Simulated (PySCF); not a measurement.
Atoms are numbered as in `[CH3:1][c:2]1[cH:3][cH:4][cH:5][c:6]([C:7](=[O:8])[F:9])[cH:10]1` (H(Xn): hydrogen on atom n).

Level of theory: σ from GIAO-PBE0/pcSseg-1, geometry: GFN2-xTB, in PySCF 2.14 (in vacuum, no relativistic terms, equivalent nuclei averaged, a single conformation).

δ = σ(ref) − σ, references computed at the same level: $^{13}$C (σ = 186.93 ppm) against TMS.

Q: Do the $^{13}$C shifts follow the atomic charges (in e)? Tabulate both.

A: 
| atoms | hybridisation | δ (ppm) | σ para (ppm) | Hirshfeld | IAO | Mulliken | ESP-fitted |
| --- | --- | --- | --- | --- | --- | --- | --- |
| C7 | sp2 | 166.1 | -227 | +0.23 | +0.60 | +0.71 | +0.69 |
| C2 | sp2 | 144.9 | -220 | +0.02 | +0.02 | -0.35 | +0.43 |
| C3 | sp2 | 142.2 | -207 | -0.03 | -0.14 | -0.01 | -0.33 |
| C10 | sp2 | 140.4 | -205 | -0.04 | -0.13 | +0.13 | -0.36 |
| C5 | sp2 | 135.8 | -198 | -0.04 | -0.13 | +0.05 | -0.23 |
| C4 | sp2 | 134.2 | -202 | -0.04 | -0.15 | -0.07 | -0.07 |
| C6 | sp2 | 129.8 | -206 | -0.03 | -0.08 | -0.47 | -0.01 |
| C1 | sp3 | 23.8 | -82 | -0.11 | -0.43 | -0.12 | -0.61 |

Correlation coefficients of δ with charge over these carbons: Hirshfeld +0.63, IAO +0.70, Mulliken +0.32, ESP-fitted +0.66; with the paramagnetic shielding -0.99. Among the 7 sp2 carbons alone: Hirshfeld +0.93, IAO +0.92, Mulliken +0.81, ESP-fitted +0.73. With so few points, grouped by hybridisation, these coefficients are fragile. Charge is one influence among several: hybridisation and low-lying excitations act through the paramagnetic term.

Shifts are as computed. Against solution values, carbons near 30 ppm lie about +3 ppm off and those near 130 ppm about +5 ppm. Of 1211 compounds with measured shifts, 218 miss one by over three times the rms of a fit or turn the order of signals round; such compounds aren't used in these exercises.
